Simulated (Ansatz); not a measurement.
Si51H52, a nanocrystal cut from cubic silicon. Charge 0, multiplicity 3. Geometry r2SCAN-D4/def2-SVP, that of the neutral singlet; atoms count from 1.

```xyz
103

Si    3.216    3.915   -2.971
Si    1.501    5.089    0.767
Si   -0.359    3.254   -4.174
Si   -1.923    4.310   -0.823
Si    4.274    2.371    0.480
Si    2.329    0.505   -4.306
Si    3.515   -1.120   -1.035
Si    2.753    3.346    3.865
Si   -0.754    2.608    2.425
Si    1.956   -0.096    2.328
Si    0.444    0.963    5.710
Si    0.804    1.600   -0.920
Si   -2.714    0.856   -2.296
Si   -0.013   -1.854   -2.410
Si   -1.557   -0.835    0.964
Si   -1.204   -0.188   -5.684
Si   -3.528   -2.583   -3.831
Si   -3.046    0.402    4.393
Si   -4.276    1.883    1.055
Si   -5.046   -1.578   -0.435
Si    4.679   -2.809    2.234
Si   -0.421   -2.467    4.226
Si    1.154   -3.554    0.849
Si   -2.328   -4.295   -0.591
Si   -3.914   -3.435    2.716
Si    4.999    3.291   -1.561
Si    3.415    4.148    1.762
Si    1.491    2.317   -3.056
Si   -0.075    3.401    0.317
Si   -1.217    5.065   -2.938
Si   -2.032    1.615   -4.419
Si   -3.586    2.659   -1.059
Si    2.652    0.683    0.208
Si    5.348   -2.048    0.110
Si    3.803   -1.007    3.464
Si    4.136   -0.554   -3.234
Si    0.639   -1.109   -4.546
Si    1.836   -2.756   -1.258
Si    1.094    1.706    3.576
Si   -2.430    0.973    2.195
Si    0.288   -1.753    2.095
Si   -1.243   -0.651    5.478
Si   -0.867   -0.053   -1.156
Si   -4.372   -0.797   -2.552
Si   -1.676   -3.495   -2.700
Si   -3.190   -2.508    0.679
Si   -2.875   -1.821   -5.957
Si   -5.921    0.216    0.814
Si    3.015   -4.453    1.971
Si   -2.143   -4.069    4.137
Si   -0.417   -5.247    0.399
H     2.678    5.240   -2.531
H     3.739    4.081   -4.367
H     1.847    5.876   -0.457
H     0.868    6.029    1.750
H     0.082    3.723   -5.531
H    -2.462    5.459   -0.020
H     5.461    1.800    1.203
H     2.742    1.021   -5.655
H     2.186    4.462    4.691
H     3.917    2.759    4.604
H    -1.314    3.760    3.212
H    -0.063    2.137    6.494
H     1.631    0.396    6.427
H    -0.746    0.319   -7.021
H    -4.588   -3.640   -3.959
H    -3.351    1.684    5.110
H    -4.278   -0.444    4.430
H    -4.819    3.029    1.861
H    -6.092   -2.642   -0.605
H     5.859   -3.395    2.956
H     0.750   -3.054    4.962
H    -3.413   -5.324   -0.745
H    -4.807   -2.476    3.438
H    -4.730   -4.651    2.389
H     5.812    4.512   -1.250
H     5.885    2.329   -2.287
H     4.482    5.196    1.903
H    -0.172    6.127   -2.775
H    -2.377    5.661   -3.676
H    -3.227    2.210   -5.110
H    -4.762    3.223   -1.804
H     6.426   -1.016    0.248
H     5.897   -3.191   -0.690
H     4.850    0.050    3.643
H     3.373   -1.472    4.822
H     5.380    0.277   -3.265
H     4.426   -1.840   -3.952
H     1.167   -2.290   -5.310
H     2.390   -3.907   -2.051
H    -1.684   -1.158    6.822
H    -5.544   -0.179   -3.261
H    -1.088   -4.614   -3.511
H    -4.051   -1.240   -6.681
H    -2.341   -2.965   -6.766
H    -7.113    0.780    0.101
H    -6.365   -0.257    2.165
H     3.558   -5.602    1.175
H     2.589   -4.974    3.311
H    -1.609   -5.394    3.697
H    -2.683   -4.234    5.527
H     0.216   -6.177   -0.594
H    -0.747   -6.042    1.623
```

Single mean-field runs in def2-SVP are fitted with def2-universal-jkfit. At PBE0-D4/def2-SVP a singlet of charge 0 lies 3.82 eV below the triplet at the same geometry.

Estimate the Mulliken populations of the heavy atoms from the PBE0/def2-SVP orbitals of Ansatz.


| atom | charge (e) | spin (α − β) |
| --- | --- | --- |
| Si1 | 0.13 | 0.06 |
| Si2 | 0.14 | 0.05 |
| Si3 | 0.00 | 0.00 |
| Si4 | 0.01 | 0.01 |
| Si5 | -0.02 | 0.07 |
| Si6 | 0.02 | 0.00 |
| Si7 | -0.22 | 0.01 |
| Si8 | 0.17 | 0.02 |
| Si9 | 0.11 | 0.07 |
| Si10 | -0.14 | 0.09 |
| Si11 | 0.17 | 0.02 |
| Si12 | -0.06 | 0.20 |
| Si13 | -0.17 | -0.01 |
| Si14 | -0.17 | 0.01 |
| Si15 | -0.06 | 0.20 |
| Si16 | -0.04 | 0.00 |
| Si17 | -0.04 | 0.00 |
| Si18 | 0.14 | 0.05 |
| Si19 | 0.01 | 0.01 |
| Si20 | 0.00 | 0.00 |
| Si21 | -0.11 | 0.01 |
| Si22 | -0.02 | 0.08 |
| Si23 | -0.22 | 0.01 |
| Si24 | 0.02 | 0.00 |
| Si25 | 0.13 | 0.06 |
| Si26 | 0.09 | 0.00 |
| Si27 | -0.07 | -0.01 |
| Si28 | -0.22 | 0.11 |
| Si29 | -0.19 | 0.02 |
| Si30 | 0.13 | 0.01 |
| Si31 | 0.02 | 0.05 |
| Si32 | 0.04 | 0.03 |
| Si33 | -0.08 | 0.01 |
| Si34 | 0.17 | 0.00 |
| Si35 | 0.16 | -0.01 |
| Si36 | 0.15 | 0.01 |
| Si37 | 0.03 | 0.05 |
| Si38 | 0.11 | 0.02 |
| Si39 | -0.23 | -0.01 |
| Si40 | -0.19 | 0.02 |
| Si41 | -0.08 | 0.01 |
| Si42 | -0.07 | -0.01 |
| Si43 | -0.03 | 0.25 |
| Si44 | 0.02 | 0.05 |
| Si45 | 0.03 | 0.05 |
| Si46 | -0.22 | 0.11 |
| Si47 | 0.14 | 0.01 |
| Si48 | 0.13 | 0.01 |
| Si49 | 0.17 | 0.00 |
| Si50 | 0.09 | 0.00 |
| Si51 | 0.15 | 0.01 |
Mulliken values depend strongly on the basis.

Where does the spin sit?

Summed by element: Si 1.82, H 0.18, of 2 unpaired in all. Largest on single atoms: Si43 0.25, Si15 0.20, Si12 0.20.

And the Mayer bond orders between heavy atoms (over 0.3, the first 40 of 76)?

Si1–Si26 0.96 (2.36 Å); Si1–Si28 0.88 (2.35 Å); Si2–Si27 0.94 (2.35 Å); Si2–Si29 0.91 (2.35 Å); Si3–Si28 0.92 (2.36 Å); Si3–Si30 0.94 (2.35 Å); Si3–Si31 0.93 (2.36 Å); Si4–Si29 0.93 (2.35 Å); Si4–Si30 0.93 (2.35 Å); Si4–Si32 0.93 (2.36 Å); Si5–Si26 0.93 (2.35 Å); Si5–Si27 0.93 (2.35 Å); Si5–Si33 0.86 (2.36 Å); Si6–Si28 0.91 (2.35 Å); Si6–Si36 0.95 (2.35 Å); Si6–Si37 0.92 (2.35 Å); Si7–Si33 0.93 (2.35 Å); Si7–Si34 0.93 (2.35 Å); Si7–Si36 0.91 (2.35 Å); Si7–Si38 0.92 (2.35 Å); Si8–Si27 0.94 (2.35 Å); Si8–Si39 0.92 (2.35 Å); Si9–Si29 0.88 (2.35 Å); Si9–Si39 0.93 (2.36 Å); Si9–Si40 0.88 (2.35 Å); Si10–Si33 0.89 (2.36 Å); Si10–Si35 0.92 (2.35 Å); Si10–Si39 0.92 (2.36 Å); Si10–Si41 0.89 (2.36 Å); Si11–Si39 0.92 (2.35 Å); Si11–Si42 0.94 (2.35 Å); Si12–Si28 0.88 (2.36 Å); Si12–Si29 0.94 (2.35 Å); Si12–Si33 0.94 (2.35 Å); Si12–Si43 0.72 (2.36 Å); Si13–Si31 0.89 (2.36 Å); Si13–Si32 0.92 (2.35 Å); Si13–Si43 0.93 (2.35 Å); Si13–Si44 0.89 (2.36 Å); Si14–Si37 0.91 (2.35 Å).
